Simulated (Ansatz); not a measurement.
A made-up structure of ZnBH₂Cl, closed shell:

| atom | x (Å) | y (Å) | z (Å) |
| --- | --- | --- | --- |
| Cl1 | -0.7887 | -1.9908 | 1.5832 |
| B2 | 0.9668 | 0.7851 | -0.2020 |
| Zn3 | -0.7171 | -0.4243 | -0.0163 |
| H4 | -1.9821 | -0.3816 | -0.8759 |
| H5 | 1.9021 | 1.4477 | -0.2955 |

It is relaxed with PBE-D4/def2-SVP and then PBE0-D4/def2-TZVP (Ansatz 0.2.0). Atoms count as bonded within 1.22 times the sum of their covalent radii (H–H: 0.88 Å). The end point is not checked to be a true minimum.

Question: Does its bonding change? (Judge from chemistry; the calculation decides.)

Answer: Computed: Yes. Formed: Cl1–B2; broken: Cl1–Zn3.

Where it ends: The first stage lowers the energy by 2.78 eV in 22 steps. It ends as ZnBH₂Cl ([Cl][BH][ZnH]):
```csv
atom,x (Å),y (Å),z (Å)
Cl1,0.9982,-1.0119,1.7054
B2,0.6300,0.0465,0.3568
Zn3,-1.1950,-0.1353,-0.6272
H4,-2.5618,-0.2835,-1.3516
H5,1.5096,0.8205,0.1103
```

Labels in which every atom is bracketed show which atoms are joined, not bond orders.

For scale, one of the runs: PBE0-D4/def2-TZVP relaxation, 128 basis functions, launched by `ansatz run in.yaml --threads 2 --pin off --events-out ev --progress --plain --max-ram 4352MiB`. Hardware: 2 CPU threads of an Intel Xeon, shared host. Wall time about 29 s.
